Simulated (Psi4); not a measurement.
HIn, singlet, at a GFN2-xTB geometry (such geometries of metal compounds can be far from the true shape) (core potentials on In); PBE0/def2-SVP run with Psi4.

Here is a job for Psi4.
```
memory 2 GB

molecule mol {
0 1
  In   -0.000000   -0.000000   -0.039404
  H     0.000000    0.000000    1.930786
}

set basis def2-svp
set reference rks

energy('pbe0')
print_variables()
```

What the program printed (banner, timings and long lists left out):

```
   => Loading Basis Set <=

    Name: DEF2-SVP
    Role: ORBITAL
    Keyword: BASIS

    !!!  WARNING: ECP capability is in beta. Please check occupations closely.  !!!

         ---------------------------------------------------------
                                   SCF
               by Justin Turney, Rob Parrish, Andy Simmonett
                          and Daniel G. A. Smith
                              RKS Reference
         ---------------------------------------------------------

  ==> Geometry <==

    Molecular point group: c2v
    Full point group: C_inf_v

    Geometry (in Angstrom), charge = 0, multiplicity = 1:

       Center              X                  Y                   Z               Mass
    ------------   -----------------  -----------------  -----------------  -----------------
         IN           0.000000000000     0.000000000000    -0.017130339172   114.903878776000
         H            0.000000000000     0.000000000000     1.953059660828     1.007825032230

  Running in c2v symmetry.

  Rotational constants: A = ************  B =      4.34698  C =      4.34698 [cm^-1]
  Rotational constants: A = ************  B = 130319.20975  C = 130319.20975 [MHz]
  Nuclear repulsion =    5.640431341175217

  Charge       = 0
  Multiplicity = 1
  Electrons    = 22
  Nalpha       = 11
  Nbeta        = 11

  ==> Algorithm <==

  SCF Algorithm Type is DF.
  DIIS enabled.
  MOM disabled.
  Fractional occupation disabled.
  Guess Type is SAD.
  Energy threshold   = 1.00e-06
  Density threshold  = 1.00e-06
  Integral threshold = 1.00e-12

  ==> Primary Basis <==

  Basis Set: DEF2-SVP
    Blend: DEF2-SVP
    Number of shells: 13
    Number of basis functions: 31
    Number of Cartesian functions: 33
    Spherical Harmonics?: true
    Max angular momentum: 2

  Core potential: DEF2-SVP
    Number of shells: 4
    Number of ECP primitives: 18
    Number of ECP core electrons: 28
    Max angular momentum: 3

  ==> DFT Potential <==

   => LibXC <=

    Version 7.1.2
    S. Lehtola, C. Steigemann, M. J. T. Oliveira, and M. A. L. Marques,  SoftwareX 7, 1–5 (2018) (10.1016/j.softx.2017.11.002)

   => Composite Functional: PBE0 <=

    PBE0 Hyb-GGA Exchange-Correlation Functional

    C. Adamo and V. Barone,  J. Chem. Phys. 110, 6158 (1999) (10.1063/1.478522)
    M. Ernzerhof and G. E. Scuseria,  J. Chem. Phys. 110, 5029 (1999) (10.1063/1.478401)

    Deriv               =              1
    GGA                 =           TRUE
    Meta                =          FALSE

    Exchange Hybrid     =           TRUE
    MP2 Hybrid          =          FALSE

   => Exchange Functionals <=

    0.7500   Perdew, Burke & Ernzerhof

   => Exact (HF) Exchange <=

    0.2500               HF

   => Correlation Functionals <=

    1.0000   Perdew, Burke & Ernzerhof

   => LibXC Density Thresholds  <==

    XC_HYB_GGA_XC_PBEH:  1.00E-15

   => Molecular Quadrature <=

    Radial Scheme          =       TREUTLER
    Pruning Scheme         =           NONE
    Nuclear Scheme         =       TREUTLER

    Blocking Scheme        =         OCTREE
    BS radius alpha        =              1
    Pruning alpha          =              1
    Radial Points          =             75
    Spherical Points       =            302
    Total Points           =          42913
    Total Blocks           =            390
    Max Points             =            256
    Max Functions          =             31
    Weights Tolerance      =       1.00E-15

   => Loading Basis Set <=

    Name: (DEF2-SVP AUX)
    Role: JKFIT
    Keyword: DF_BASIS_SCF

  ==> Integral Setup <==

  SCF_SUBTYPE=INCORE selected. In-core MEM_DF algorithm will be used.
  Using in-core AOs.

  ==> MemDFJK: Density-Fitted J/K Matrices <==

    J tasked:                   Yes
    K tasked:                   Yes
    wK tasked:                   No
    Algorithm:                 Core
    Schwarz Cutoff:           1E-12
    Mask sparsity (%):       0.0000
    Fitting Condition:        1E-10

   => Auxiliary Basis Set <=

  Basis Set: (DEF2-SVP AUX)
    Blend: DEF2-UNIVERSAL-JKFIT
    Number of shells: 52
    Number of basis functions: 236
    Number of Cartesian functions: 329
    Spherical Harmonics?: true
    Max angular momentum: 5

  Minimum eigenvalue in the overlap matrix is 3.6340327697E-02.
  Reciprocal condition number of the overlap matrix is 1.1305289974E-02.
    Using symmetric orthogonalization.

  ==> Pre-Iterations <==

  SCF Guess: Superposition of Atomic Densities via on-the-fly atomic UHF (no occupation information).

   -------------------------
    Irrep   Nso     Nmo
   -------------------------
     A1        15      15
     A2         2       2
     B1         7       7
     B2         7       7
   -------------------------
    Total      31      31
   -------------------------

  ==> Iterations <==

                           Total Energy        Delta E     RMS |[F,P]|

   @DF-RKS iter SAD:  -189.67656633323836   -1.89677e+02   0.00000e+00
   @DF-RKS iter   1:  -190.65670813971929   -9.80142e-01   1.43094e-02 ADIIS/DIIS
   @DF-RKS iter   2:  -190.68679829440086   -3.00902e-02   9.88736e-03 ADIIS/DIIS
   @DF-RKS iter   3:  -190.70352375701344   -1.67255e-02   3.92884e-04 ADIIS/DIIS
   @DF-RKS iter   4:  -190.70356112126674   -3.73643e-05   5.37308e-05 DIIS
   @DF-RKS iter   5:  -190.70356197913586   -8.57869e-07   2.33628e-05 DIIS
   @DF-RKS iter   6:  -190.70356219940092   -2.20265e-07   4.58435e-06 DIIS
   @DF-RKS iter   7:  -190.70356220546739   -6.06647e-09   2.14680e-07 DIIS
  Energy and wave function converged.

  ==> Post-Iterations <==

   Electrons on quadrature grid:
      Ntotal   =   22.0000014982 ; deviation = 1.498e-06

    Orbital Energies [Eh]
    ---------------------

    Doubly Occupied:

       1A1    -4.706282     1B1    -3.103747     1B2    -3.103747
       2A1    -3.091838     3A1    -0.775295     1A2    -0.775295
       2B1    -0.764464     2B2    -0.764464     4A1    -0.763033
       5A1    -0.363868     6A1    -0.208551

    Virtual:

       3B2    -0.064299     3B1    -0.064299     7A1     0.050255
       8A1     0.155368     4B1     0.192247     4B2     0.192247
       9A1     0.192963     5B2     0.345775     5B1     0.345775
       2A2     0.348964    10A1     0.348964    11A1     0.465543
      12A1     0.661243     6B1     1.550392     6B2     1.550392
      13A1     1.822035     7B1    15.875845     7B2    15.875845
      14A1    16.122844    15A1    61.158967

    Final Occupation by Irrep:
             A1    A2    B1    B2
    DOCC [     6,    1,    2,    2 ]
    NA   [     6,    1,    2,    2 ]
    NB   [     6,    1,    2,    2 ]

  @DF-RKS Final Energy:  -190.70356220546739

   => Energetics <=

    Nuclear Repulsion Energy =              5.6404313411752174
    One-Electron Energy =                -346.7556549161153612
    Two-Electron Energy =                 163.4228460712418780
    DFT Exchange-Correlation Energy =     -13.0111847017690980
    Empirical Dispersion Energy =           0.0000000000000000
    VV10 Nonlocal Energy =                  0.0000000000000000
    Total Energy =                       -190.7035622054673922

Computation Completed

Properties will be evaluated at   0.000000,   0.000000,   0.000000 [a0]

Properties computed using the SCF density matrix

 Multipole Moments:

 ------------------------------------------------------------------------------------
     Multipole            Electronic (a.u.)      Nuclear  (a.u.)        Total (a.u.)
 ------------------------------------------------------------------------------------

 L = 1.  Multiply by 2.5417464519 to convert [e a0] to [Debye]
 Dipole X            :          0.0000000            0.0000000            0.0000000
 Dipole Y            :          0.0000000            0.0000000            0.0000000
 Dipole Z            :         -3.4562456            3.0109432           -0.4453024
 Magnitude           :                                                    0.4453024

 ------------------------------------------------------------------------------------

  Variable Map:
  ----------------------------------------------------------------------------
  "CURRENT ENERGY"              =>    -190.703562205467
  "CURRENT REFERENCE ENERGY"    =>    -190.703562205467
  "DD SOLVATION ENERGY"         =>       0.000000000000
  "DFT FUNCTIONAL TOTAL ENERGY" =>    -190.703562205467
  "DFT TOTAL ENERGY"            =>    -190.703562205467
  "DFT VV10 ENERGY"             =>       0.000000000000
  "DFT XC ENERGY"               =>     -13.011184701769
  "GRID ELECTRONS ALPHA"        =>      11.000000749119
  "GRID ELECTRONS BETA"         =>      11.000000749119
  "GRID ELECTRONS TOTAL"        =>      22.000001498238
  "NUCLEAR REPULSION ENERGY"    =>       5.640431341175
  "ONE-ELECTRON ENERGY"         =>    -346.755654916115
  "PCM POLARIZATION ENERGY"     =>       0.000000000000
  "PE ENERGY"                   =>       0.000000000000
  "SCF ITERATION ENERGY"        =>    -190.703562205467
  "SCF ITERATIONS"              =>       7.000000000000
  "SCF TOTAL ENERGY"            =>    -190.703562205467
  "TWO-ELECTRON ENERGY"         =>     163.422846071242
  "XC GRID RADIAL POINTS"       =>      75.000000000000
  "XC GRID SPHERICAL POINTS"    =>     302.000000000000
  "XC GRID TOTAL POINTS"        =>   42913.000000000000

  Array Variable Map:
  ----------------------------------------------------------------------------
  "CURRENT DIPOLE"              =>       0.000000000000 ... -0.445302367771 1 by 3
  "SCF DIPOLE"                  =>       0.000000000000 ... -0.445302367771 1 by 3
  "SCF TOTAL ENERGIES"          =>    -189.676566333238 ... -190.703562205467 1 by 8
```
